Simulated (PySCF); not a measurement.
Species: CH₅Cl₃N₂Si₂.
Bonds: Cl1–C2, C2–Cl3, C2–Cl4, C2–Si5, Si5–N6, N6–Si7, Si7–N8, Si5–N8. Hydrogens: H9 on Si5; H10 on N6; H11, H12 on Si7; H13 on N8.

The same species was optimised twice, with GFN2-xTB and with PBE0-D3(BJ)/def2-SVP (PySCF), and the same property calculations (PySCF, gas phase) were run on both structures.

```
       coordinate  GFN2-xTB  PBE0-D3(BJ)/def2-SVP  change
       Cl1–C2 (Å)     1.773                 1.786  +0.013
       C2–Cl4 (Å)     1.774                 1.785  +0.011
       C2–Si5 (Å)     1.931                 1.920  -0.011
       C2–Cl3 (Å)     1.764                 1.772  +0.008
       Si5–N6 (Å)     1.726                 1.730  +0.004
       Si5–N8 (Å)     1.726                 1.730  +0.004
       N6–Si7 (Å)     1.751                 1.752  +0.001
       Si7–N8 (Å)     1.751                 1.752  +0.001
    N6–Si7–N8 (°)      82.8                  86.1    +3.3
    N6–Si5–N8 (°)      84.2                  87.5    +3.3
   Si5–N6–Si7 (°)      96.3                  93.2    -3.1
   Si5–N8–Si7 (°)      96.3                  93.2    -3.1
   Cl4–C2–Si5 (°)     109.4                 107.8    -1.6
   Cl1–C2–Cl4 (°)     108.2                 109.8    +1.6
   Cl1–C2–Si5 (°)     109.3                 107.7    -1.6
   Cl3–C2–Cl4 (°)     108.8                 110.1    +1.3
Cl1–C2–Si5–N6 (°)       167                   169      +2
```

Rotational constants: A = 1440, B = 595.8, C = 574.4 MHz (GFN2-xTB) against A = 1391, B = 618.9, C = 593.6 MHz (PBE0-D3(BJ)/def2-SVP). Atoms that the bonding makes alike are paired by their places after alignment.

On the GFN2-xTB structure: isotropic polarisability (au) 112.6 [CAM-B3LYP/def2-SVPD]; HOMO (eV) -8.85 [CAM-B3LYP/def2-SVPD]; LUMO (eV) 0.26 [CAM-B3LYP/def2-SVPD]; dipole (D) 2.45 [CAM-B3LYP/def2-SVPD]; HOMO (eV) -7.38 [PBE0/pcSseg-1]; LUMO (eV) -0.58 [PBE0/pcSseg-1]; dipole (D) 2.66 [PBE0/pcSseg-1]; GIAO shielding of Cl1/Cl3/Cl4 (mean) (ppm) 563.5 [PBE0/pcSseg-1]; GIAO shielding of C2 (ppm) 75.5 [PBE0/pcSseg-1]; GIAO shielding of Si5 (ppm) 374.2 [PBE0/pcSseg-1]; GIAO shielding of N6/N8 (mean) (ppm) 242.1 [PBE0/pcSseg-1]; GIAO shielding of Si7 (ppm) 367.9 [PBE0/pcSseg-1].

**Question.** What do these properties become on the PBE0-D3(BJ)/def2-SVP structure?

**Answer.** 
```tsv
property	level	on GFN2-xTB	on PBE0-D3(BJ)/def2-SVP	change
isotropic polarisability (au)	CAM-B3LYP/def2-SVPD	112.6	113.6	+1.0
HOMO (eV)	CAM-B3LYP/def2-SVPD	-8.85	-9.09	-0.24
LUMO (eV)	CAM-B3LYP/def2-SVPD	0.26	0.27	+0.01
dipole (D)	CAM-B3LYP/def2-SVPD	2.45	1.81	-0.64
energy, GFN2-xTB geometry as zero (kcal/mol)	CAM-B3LYP/def2-SVPD	0.0	-3.4	-3.4
HOMO (eV)	PBE0/pcSseg-1	-7.38	-7.64	-0.26
LUMO (eV)	PBE0/pcSseg-1	-0.58	-0.75	-0.17
dipole (D)	PBE0/pcSseg-1	2.66	1.99	-0.67
energy, GFN2-xTB geometry as zero (kcal/mol)	PBE0/pcSseg-1	0.0	-3.7	-3.7
GIAO shielding of Cl1/Cl3/Cl4 (mean) (ppm)	PBE0/pcSseg-1	563.5	566.8	+3.3
GIAO shielding of C2 (ppm)	PBE0/pcSseg-1	75.5	70.8	-4.7
GIAO shielding of Si5 (ppm)	PBE0/pcSseg-1	374.2	376.5	+2.3
GIAO shielding of N6/N8 (mean) (ppm)	PBE0/pcSseg-1	242.1	243.0	+0.9
GIAO shielding of Si7 (ppm)	PBE0/pcSseg-1	367.9	368.4	+0.5
```

The heavy atoms differ by 0.069 Å rms after alignment (one structure mirrored). Among bonds between heavy atoms Cl1–C2 changes most (+0.013 Å). Changes are differences of the printed values. Neither structure is proved a minimum here.

Shape of the structure used: `[Cl:1][C:2]([Cl:3])([Cl:4])[SiH:5]1[NH:6][SiH2:7][NH:8]1`: Cl1–C2–Si5–N6 169°.
